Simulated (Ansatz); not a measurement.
A CCSD(T) single point on CH9FSi3 (`FC([SiH3])([SiH3])[SiH3]`).

```yaml
crystal:
  periodic: [false, false, false]
  atoms:
    - {symbol: F, position_ang: [-0.652598, -1.793507, 0.026505]}
    - {symbol: C, position_ang: [-0.164594, -0.452020, 0.008215]}
    - {symbol: Si, position_ang: [0.174458, 0.046347, 1.804721]}
    - {symbol: Si, position_ang: [-1.513689, 0.625565, -0.772485]}
    - {symbol: Si, position_ang: [1.421092, -0.445536, -1.029234]}
    - {symbol: H, position_ang: [0.680989, 1.443760, 1.807385]}
    - {symbol: H, position_ang: [1.194524, -0.857106, 2.395254]}
    - {symbol: H, position_ang: [-1.080114, -0.033158, 2.595378]}
    - {symbol: H, position_ang: [-2.754636, 0.548167, 0.039642]}
    - {symbol: H, position_ang: [-1.021980, 2.027904, -0.804149]}
    - {symbol: H, position_ang: [-1.792568, 0.161237, -2.155247]}
    - {symbol: H, position_ang: [1.946988, 0.944412, -1.057756]}
    - {symbol: H, position_ang: [2.427827, -1.349636, -0.417272]}
    - {symbol: H, position_ang: [1.121301, -0.895931, -2.412259]}
basis:
  gaussian: {orbitals: def2-TZVPP}
correlation: {method: ccsd_t}
```

```sh
$ ansatz run in.yaml --threads 2 --pin off --events-out ev --progress --plain --max-ram 22528MiB --backend cuda --devices 0, --max-vram 18GiB
```

Log, shortened:

```
Functional definition: HF
1810 factors; integrals over basis functions are off by at most 7.4e-4 eV
mean field evaluation 1: about -27463.8051 eV, gradient 2.8e1 eV
mean field evaluation 2: about -27464.1310 eV, gradient 2.8e1 eV
mean field evaluation 4: about -27467.2271 eV, gradient 5.0e0 eV
mean field evaluation 8: about -27467.3024 eV, gradient 2.4e-1 eV
mean field -27467.30262324 eV, -1009.4047533977 hartree, gradient 1.7e-6 eV, S^2 0.000000; 0 other end points of the search recorded, 0 dependent functions left out
17 core orbitals not correlated: weight in the atoms' cores, before any rotation towards them, 1.000 or more for the frozen orbitals, at most 0.000 for the correlated occupied ones
reference -27467.30262324 eV, -1009.4047533977 hartree; 16, 16 occupied and 281, 281 virtual orbitals, 1810 factors
second order -21.90079643 eV of doubles, -0.00000000 eV of singles
cycle   1  -23.01545417 eV  change    -1.1e0 eV  update   1.2e-1
cycle   2  -23.70223173 eV  change   -6.9e-1 eV  update   3.7e-2
cycle   3  -23.85853087 eV  change   -1.6e-1 eV  update   2.0e-2
cycle   4  -23.84774098 eV  change    1.1e-2 eV  update   4.5e-3
cycle   5  -23.84420645 eV  change    3.5e-3 eV  update   1.9e-3
cycle   6  -23.84452755 eV  change   -3.2e-4 eV  update   5.1e-4
cycle   7  -23.84428544 eV  change    2.4e-4 eV  update   1.8e-4
cycle   8  -23.84421478 eV  change    7.1e-5 eV  update   4.8e-5
cycle   9  -23.84423609 eV  change   -2.1e-5 eV  update   2.0e-5
perturbative correction -0.83624409 eV, -0.0307314036 hartree
Total energy: -27491.98310342 eV, -1010.3117443154 hartree
```

It took 5 s on 2 threads of an AMD EPYC 7R13 on a shared host and a share of an NVIDIA H100 80 GB, with 0.87 GiB of host memory at the peak.

Correlation energy per correlated electron: -0.771 eV. T1 diagnostic: 0.0131.
